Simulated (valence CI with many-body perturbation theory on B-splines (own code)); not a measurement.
# E1 line list for Tl76+

Level of theory: configuration interaction combined with many-body perturbation theory (CI+MBPT): three valence electrons over a frozen Dirac-Fock core [He], radial functions for each j: 11 s, 11 p, 9 d, 7 f, 5 g, 2 h, 1 i, with the one-electron correlation potential Σ1, the two-electron term Σ2, the three-electron term Σ3, Breit, model QED; selected CI, second order for the rest (own B-spline code, finite nucleus).

No measured spectrum was set against this ion. As an estimate, large intervals hold to a few tenths of a per cent, small ones and those within an open d or f shell to about a per cent.

Lines 201 to 250 of 295 in falling wavelength, among levels below 17029 eV, chosen from the strongest by gf and those to the six lowest levels. Wavelengths and rates use the calculated energies. Electric multipoles are in the length gauge, E1 and E2 with the static RPA response of the core. Weak lines are less certain than strong ones. Lines between different terms over intervals too small for the method are left out, as are lines whose strength nearly cancels. The highest levels of a list are the least certain.

Levels are named by their leading jj configuration (3d3/2^4 stands for four electrons in 3d with j = 3/2), which in mixed levels can hold well under half, so a name can repeat and another be missing. Letters in brackets count levels of one name in rising energy.

| λ vac (Å) | Upper | Lower | A (s⁻¹) | log gf | Branch % |
| --- | --- | --- | --- | --- | --- |
| 0.9446 | (2s 2p3/2 3s) J=5/2 | (2s 2p1/2 2p3/2) J=5/2 | 6.61e+13 | -1.28 | 20.9 |
| 0.9439 | (2s 2p1/2 3s) J=1/2 [b] | (2s 2p1/2^2) J=1/2 | 2.11e+13 | -2.25 | 5.7 |
| 0.9426 | (2s 2p3/2 3s) J=1/2 | (2s 2p1/2 2p3/2) J=1/2 | 1.70e+13 | -2.34 | 2.8 |
| 0.9423 | (2s 2p3/2 3s) J=3/2 [a] | (2s 2p1/2 2p3/2) J=5/2 | 6.49e+13 | -1.46 | 12.1 |
| 0.9420 | (2s 2p3/2 3s) J=3/2 [b] | (2s 2p1/2 2p3/2) J=1/2 | 3.51e+13 | -1.73 | 11.6 |
| 0.9415 | (2s 2p3/2 3s) J=5/2 | (2s 2p1/2 2p3/2) J=3/2 [a] | 5.65e+13 | -1.35 | 17.9 |
| 0.9412 | (2s^2 3s) J=1/2 | (2s^2 2p1/2) J=1/2 | 9.68e+13 | -1.59 | 20.7 |
| 0.9393 | (2s 2p3/2 3s) J=3/2 [a] | (2s 2p1/2 2p3/2) J=3/2 [a] | 1.71e+13 | -2.04 | 3.2 |
| 0.9214 | (2p1/2 2p3/2 3p1/2) J=1/2 | (2s 2p1/2 2p3/2) J=1/2 | 1.27e+14 | -1.49 | 10.7 |
| 0.9210 | (2p1/2 2p3/2 3p1/2) J=3/2 [a] | (2s 2p1/2 2p3/2) J=1/2 | 3.65e+14 | -0.73 | 30.6 |
| 0.9203 | (2p1/2 2p3/2 3p1/2) J=5/2 | (2s 2p1/2 2p3/2) J=3/2 [b] | 5.42e+14 | -0.38 | 45.4 |
| 0.9201 | (2s 2p1/2 3p1/2) J=1/2 [a] | (2s^2 2p1/2) J=1/2 | 3.04e+14 | -1.11 | 97.9 |
| 0.9180 | (2s 2p1/2 3p1/2) J=3/2 | (2s^2 2p1/2) J=1/2 | 7.62e+14 | -0.41 | 99.3 |
| 0.9178 | (2s 2p3/2 3p1/2) J=3/2 [a] | (2s^2 2p3/2) J=3/2 | 2.67e+14 | -0.87 | 98.3 |
| 0.9178 | (2s 2p3/2 3p1/2) J=5/2 | (2s^2 2p3/2) J=3/2 | 6.92e+14 | -0.28 | 98.9 |
| 0.9165 | (2p1/2^2 3p1/2) J=1/2 | (2s 2p1/2^2) J=1/2 | 1.26e+15 | -0.50 | 99.4 |
| 0.9163 | (2p1/2 2p3/2 3p1/2) J=3/2 [b] | (2s 2p1/2 2p3/2) J=1/2 | 1.22e+14 | -1.21 | 11.1 |
| 0.9153 | (2p1/2 2p3/2 3p1/2) J=3/2 [a] | (2s 2p1/2 2p3/2) J=5/2 | 2.39e+14 | -0.92 | 20.0 |
| 0.9145 | (2p1/2 2p3/2 3p1/2) J=5/2 | (2s 2p1/2 2p3/2) J=5/2 | 5.35e+14 | -0.40 | 44.8 |
| 0.9143 | (2s 2p1/2 3p1/2) J=1/2 [b] | (2s^2 2p1/2) J=1/2 | 4.09e+14 | -0.99 | 97.8 |
| 0.9129 | (2p1/2 2p3/2 3p1/2) J=1/2 | (2s 2p1/2 2p3/2) J=3/2 [a] | 9.23e+14 | -0.64 | 77.6 |
| 0.9125 | (2p1/2 2p3/2 3p1/2) J=3/2 [a] | (2s 2p1/2 2p3/2) J=3/2 [a] | 5.63e+14 | -0.55 | 47.1 |
| 0.9116 | (2p1/2 2p3/2 3p1/2) J=5/2 | (2s 2p1/2 2p3/2) J=3/2 [a] | 9.03e+13 | -1.17 | 7.6 |
| 0.9110 | (2s 2p3/2 3p1/2) J=1/2 | (2s^2 2p3/2) J=3/2 | 6.79e+14 | -0.77 | 94.4 |
| 0.9110 | (2s 2p3/2 3p1/2) J=3/2 [b] | (2s^2 2p3/2) J=3/2 | 4.35e+14 | -0.66 | 92.0 |
| 0.9107 | (2s^2 3p3/2) J=3/2 | (2s 2p1/2^2) J=1/2 | 1.03e+13 | -2.29 | 46.6 |
| 0.9107 | (2p1/2 2p3/2 3p1/2) J=3/2 [b] | (2s 2p1/2 2p3/2) J=5/2 | 6.28e+14 | -0.51 | 57.2 |
| 0.9079 | (2p1/2 2p3/2 3p1/2) J=3/2 [b] | (2s 2p1/2 2p3/2) J=3/2 [a] | 5.09e+13 | -1.60 | 4.6 |
| 0.9017 | (2p1/2 2p3/2 3s) J=5/2 | (2s^2 2p3/2) J=3/2 | 1.80e+12 | -2.88 | 0.6 |
| 0.9006 | (2p1/2^2 3s) J=1/2 | (2s^2 2p1/2) J=1/2 | 5.41e+12 | -2.88 | 1.5 |
| 0.8951 | (2p1/2 2p3/2 3d3/2) J=3/2 [a] | (2p1/2^2 2p3/2) J=3/2 | 3.94e+14 | -0.72 | 47.2 |
| 0.8936 | (2s 2p3/2 3d3/2) J=3/2 [a] | (2s 2p1/2 2p3/2) J=1/2 | 5.62e+12 | -2.57 | 0.2 |
| 0.8934 | (2s 2p1/2 3d3/2) J=3/2 [a] | (2s 2p1/2^2) J=1/2 | 3.06e+14 | -0.83 | 44.2 |
| 0.8929 | (2p1/2 2p3/2 3d3/2) J=5/2 [b] | (2p1/2^2 2p3/2) J=3/2 | 2.85e+15 | 0.31 | 94.4 |
| 0.8925 | (2p1/2 2p3/2 3d3/2) J=3/2 [b] | (2p1/2^2 2p3/2) J=3/2 | 2.57e+15 | 0.09 | 82.9 |
| 0.8917 | (2p1/2 2p3/2 3d3/2) J=1/2 [b] | (2p1/2^2 2p3/2) J=3/2 | 2.90e+15 | -0.16 | 88.8 |
| 0.8900 | (2s 2p1/2 3d3/2) J=3/2 [b] | (2s 2p1/2^2) J=1/2 | 2.74e+15 | 0.11 | 86.9 |
| 0.8897 | (2s 2p1/2 3d3/2) J=1/2 | (2s 2p1/2^2) J=1/2 | 2.85e+15 | -0.17 | 88.5 |
| 0.8887 | (2s 2p3/2 3d3/2) J=5/2 [a] | (2s 2p1/2 2p3/2) J=5/2 | 1.19e+15 | -0.07 | 47.4 |
| 0.8882 | (2s 2p3/2 3d3/2) J=3/2 [a] | (2s 2p1/2 2p3/2) J=5/2 | 4.38e+14 | -0.68 | 16.0 |
| 0.8881 | (2s 2p3/2 3d3/2) J=7/2 | (2s 2p1/2 2p3/2) J=5/2 | 2.29e+15 | 0.34 | 97.3 |
| 0.8876 | (2s 2p3/2 3d3/2) J=3/2 [b] | (2s 2p1/2 2p3/2) J=3/2 [b] | 1.04e+15 | -0.31 | 40.3 |
| 0.8875 | (2s 2p3/2 3d3/2) J=3/2 [b] | (2s 2p1/2 2p3/2) J=1/2 | 1.25e+15 | -0.23 | 48.4 |
| 0.8873 | (2s 2p3/2 3d3/2) J=5/2 [b] | (2s 2p1/2 2p3/2) J=3/2 [b] | 2.23e+15 | 0.20 | 92.6 |
| 0.8865 | (2s 2p3/2 3d3/2) J=1/2 [b] | (2s 2p1/2 2p3/2) J=1/2 | 2.06e+15 | -0.31 | 72.7 |
| 0.8860 | (2s 2p3/2 3d3/2) J=5/2 [a] | (2s 2p1/2 2p3/2) J=3/2 [a] | 1.06e+15 | -0.13 | 42.0 |
| 0.8858 | (2s^2 3d3/2) J=3/2 | (2s^2 2p1/2) J=1/2 | 2.28e+15 | 0.03 | 85.0 |
| 0.8855 | (2s 2p3/2 3d3/2) J=3/2 [a] | (2s 2p1/2 2p3/2) J=3/2 [a] | 1.77e+15 | -0.08 | 64.6 |
| 0.8851 | (2s 2p3/2 3d3/2) J=1/2 [a] | (2s 2p1/2 2p3/2) J=3/2 [a] | 2.19e+15 | -0.29 | 89.7 |
| 0.8822 | (2s 2p3/2 3d3/2) J=3/2 [b] | (2s 2p1/2 2p3/2) J=5/2 | 5.82e+12 | -2.57 | 0.2 |

(1) How does gf follow from A for the line at 0.8876 Å?

Answers

(1) gf = 1.4992 × (2J+1)_upper × A / σ², with σ = 112660807 cm⁻¹ and 2J+1 = 4: gf = 0.490.
